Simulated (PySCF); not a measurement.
# Electronic structure of Zr (zirconium, neutral) at the UHF level

Configuration: [Kr] 4d1 5s2 5p1, one real determinant (an excited configuration). Computed with PySCF 2.14 in def2-TZVPPD with the def2 core potential (28 electrons), with scalar relativity through the core potential.

| Quantity | Value |
| --- | --- |
| Total energy | -46.337306 hartree |
| One-electron energy | -76.2704 hartree |
| Hartree (Coulomb) energy | 35.0850 hartree |
| Exchange energy | -5.1519 hartree |
| ⟨S²⟩ | 2.0738 |
| ⟨L²⟩ | 8.543 |
| Sum of ⟨r⟩ | 24.70 bohr |
| Sum of ⟨r²⟩ | 76.10 bohr² |
| Traceless quadrupole moment −½Σ⟨3z² − r²⟩ along its main axis | -11.5 e·bohr² |

```tsv
shell	electrons	mean orbital energy (eV)	spread (eV)	rms radius, mean of both spins (bohr)
4s α	1	-73.589	0	1.29
4s β	1	-72.426	0	1.29
4p α	3	-45.544	1.118	1.46
4p β	3	-43.977	0.883	1.46
4d α	1	-11.816	0	2.20
5s α	1	-8.492	0	3.83
5s β	1	-7.013	0	3.83
5p α	1	-4.481	0	5.08
```

⟨L²⟩ = 8.54 against 12 for a pure F term, so this real determinant mixes terms. Energies and moments cover only the electrons outside the core potential. ⟨S²⟩ = 2.07 against 2.00 shows spin contamination.
